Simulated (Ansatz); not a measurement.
Born–Oppenheimer molecular dynamics of CH₅ClSn (8 atoms, charge 0, multiplicity 1). It starts from a relaxed structure.

The calculation used RKS B3LYP/def2-SVP in Ansatz 0.2.0.

- ensemble: NVT, Nosé–Hoover chain
- time step: 0.5 fs
- steps asked: 150
- set temperature: 1000 K
- thermostat: time constant 20 fs, chain length 1
- seed: 116506

First frame:

```xyz
8
Properties=species:S:1:pos:R:3
Sn 0.046 -0.046 0.023
H 0.092 0.038 1.740
H 1.616 0.122 -0.659
Cl -1.181 1.873 -0.687
C -1.023 -1.771 -0.725
H -1.684 -2.168 0.058
H -1.626 -1.459 -1.590
H -0.309 -2.548 -1.036
```

(1) How far do the bonds stretch over the last three quarters of this one trajectory? (Pairs bonded in most of those frames.)

## Answers

(1) 
```csv
bond,mean (Å),spread (Å),shortest,longest
Sn1–H2,1.751,0.114,1.55,1.94
Sn1–H3,1.727,0.029,1.67,1.77
Sn1–Cl4,2.393,0.002,2.39,2.40
Sn1–C5,2.202,0.048,2.15,2.30
C5–H6,1.116,0.064,1.02,1.25
C5–H7,1.139,0.100,0.98,1.31
C5–H8,1.118,0.018,1.08,1.16
```

Mean temperature of the second half: 1548 K. The conserved energy stayed within 1.9 meV per atom of its start (net change 1.1 meV per atom), so the integration is sound. The mean temperature of the second half is 55 % above the set value. A run of 0.075 ps of so small a system gives no equilibrium averages.

Time of the run: 7.8 min on 1 thread of Arm Neoverse V2, with other jobs on the host, peak memory 0.17 GiB.
